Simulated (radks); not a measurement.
Values are calculated unless marked as measured or tabulated.
Q: La26+, 31 electrons, occupied as [Ar] 3d10 4s2 4p1. Code: a radial shooting solver on a logarithmic mesh with Libxc functionals. Model: Dirac Kohn-Sham, BLYP, spin-unpolarised, spherical densities, point nucleus; open shells are shared between the two j in proportion to 2j + 1. Some entries of the table are withheld. Estimate them.

orbital,occ.,eigenvalue (eV),<r> (bohr)
1s1/2,2,(1),(2)
2s1/2,2,(3),0.1068
2p1/2,2,-6651.645,0.08972
2p3/2,4,-6236.714,0.09579
3s1/2,2,(4),0.2810
3p1/2,2,-1958.580,0.2702
3p3/2,4,-1874.957,0.2815
3d3/2,4,-1624.254,(5)
3d5/2,6,-1606.014,(6)
4s1/2,2,-946.6934,0.5833
4p1/2,0.333333,(7),0.5864
4p3/2,0.666667,(8),0.6033

A: 
(1) 1s1/2 eigenvalue (eV): -39579.63
(2) 1s1/2 <r> (bohr): 0.02506
(3) 2s1/2 eigenvalue (eV): -6997.352
(4) 3s1/2 eigenvalue (eV): -2103.550
(5) 3d3/2 <r> (bohr): 0.2512
(6) 3d5/2 <r> (bohr): 0.2548
(7) 4p1/2 eigenvalue (eV): -888.9206
(8) 4p3/2 eigenvalue (eV): -864.3262
